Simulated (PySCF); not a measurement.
# Shapes and spin states of [GeF3]-

These are results of PBE0 in PySCF with Ge def2-SVPD, F def2-SVPD; no relativity; density-fitted integrals, not measurements.

Relaxations began from a few typed shapes and spin states; open shells are unrestricted. The search is not exhaustive: other isomers or separated fragments can lie lower, and high-lying points may rest on an excited occupation.

Q: Order these stationary points by electronic energy, lowest first, in kJ/mol from the lowest minimum.
A. triplet C2v: Ge–F 1.815 Å, Ge–F 1.888 Å (×2); F–Ge–F 100.5° (×2), F–Ge–F 159.0°
B. singlet C2v: Ge–F 1.807 Å, Ge–F 1.950 Å (×2); F–Ge–F 86.3° (×2), F–Ge–F 172.6°
C. singlet C3v: Ge–F 1.836 Å (×3); F–Ge–F 95.2° (×3)

A: C (0.0), B (126.2), A (322.9).

Q: Which of them are minima?

A: By energy in kJ/mol, 0.0: minimum; 126.2: saddle point, 1 imaginary mode; 322.9: minimum.

Counting electrons, germanium keeps 2 of its valence electrons outside its bonds, so the VSEPR class is AX3E1 and the expected shape is trigonal pyramidal (C3v), as computed. The angle of 95° is close to 90°: the heavy centre bonds with nearly pure p orbitals and keeps its lone pair s-like.

For the lowest minimum: the lowest empty level of this anion is unbound, so it and the gap depend on the basis.
